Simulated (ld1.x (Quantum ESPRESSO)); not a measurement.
# Before and after: TM potential for Cd (Z = 48)

* Element: Cd (Z = 48)
* Generator: ld1.x (Quantum ESPRESSO) 7.5
* Type: norm-conserving Troullier–Martins (Kleinman–Bylander form)
* Functional: PBEsol
* Relativity: scalar-relativistic
* Frozen core: [Ar] 3d10
* Valence charge: 20
* Reference configuration: 4s2 4p6 4d9 5s0 5p0 (charge +3)
* Partial waves: 4s (bound): rc 1.20 bohr; 4d (bound): rc 1.55 bohr; 4p (bound): rc 1.25 bohr
* Local potential: the p channel
* Core correction: none

All-electron outer shells of the reference configuration (PBEsol, scalar-relativistic, ld1.x):

| shell | level (eV) | outermost node (bohr) | outermost maximum (bohr) |
| --- | --- | --- | --- |
| 3d | -429.68 | – | 0.27 |
| 4s | -141.31 | 0.43 | 0.79 |
| 4p | -102.18 | 0.43 | 0.84 |
| 4d | -45.81 | 0.41 | 0.97 |
| 5s | -32.14 | 1.05 | 2.02 |
| 5p | -24.01 | 1.16 | 2.38 |

Change: wave 4s (bound): rc 1.20 bohr becomes 4s (bound): rc 1.74 bohr.

Cutoffs: the cutoffs (Ry, on a coarse ladder) from which the occupation-weighted sum of valence levels, in a spherical-Bessel basis at the reference potential, stays within 10 and 1 mRy of its value at 400 Ry; they do not see the model core or the augmentation charge, which bear on the density cutoff. Errors are all-electron minus pseudo energies relative to the spin-unpolarised reference configuration.

Question: What does the change do?

Answer: The potential gets softer (120 Ry and 180 Ry → 90 Ry and 140 Ry); of the 7 tests that both files solve, the error grows in 4 and shrinks in 0 by more than 15 % and 0.3 meV (median size 151.0 → 151.7 meV); neither file shows a bound ghost at the reference potential, the only one tested. A larger radius leaves more room for a smooth pseudo-wave, so fewer plane waves are needed. More of the atom is replaced by a form fitted at one configuration, so other configurations suffer.

```tsv
quantity	base	changed
cutoff, loose	120 Ry	90 Ry
cutoff, tight	180 Ry	140 Ry
loose cutoff by channel (10 mRy a level)	s 100 Ry, d 60 Ry, p 70 Ry	s 21 Ry, d 60 Ry, p 70 Ry
bound ghosts	none	none
error for 4s2 4p6 4d10 5s2 5p0, meV [ΔE -64.40 eV]	+661	+3759
error for 4s2 4p6 4d10 5s1 5p0, meV [ΔE -55.09 eV]	+426	+2396
error for 4s2 4p6 4d10 5s0 5p0, meV [ΔE -38.00 eV]	+13	+13
error for 4s2 4p6 4d10 5s1 5p1, meV [ΔE -59.67 eV]	+425	+2163
error for 4s2 4p6 4d10 5s0 5p2, meV [ΔE -54.64 eV]	+151	+152
error for 4s2 4p6 4d8 5s0 5p0, meV [ΔE 54.04 eV]	+5.2	+6.8
error for 4s2 4p6 4d10 5s0 5p1, meV [ΔE -49.25 eV]	+116	+116
```

Changed file: These tests converged, but a pseudo level misses the all-electron one widely, so the file describes the atom poorly there or has found another state: 4s2 4p6 4d10 5s0 5p0: empty 5s by 3.0 eV; 4s2 4p6 4d10 5s1 5p1: 5s by 1.6 eV; 4s2 4p6 4d10 5s0 5p2: empty 5s by 2.2 eV; 4s2 4p6 4d8 5s0 5p0: empty 5s by 5.7 eV; 4s2 4p6 4d10 5s0 5p1: empty 5s by 2.5 eV.
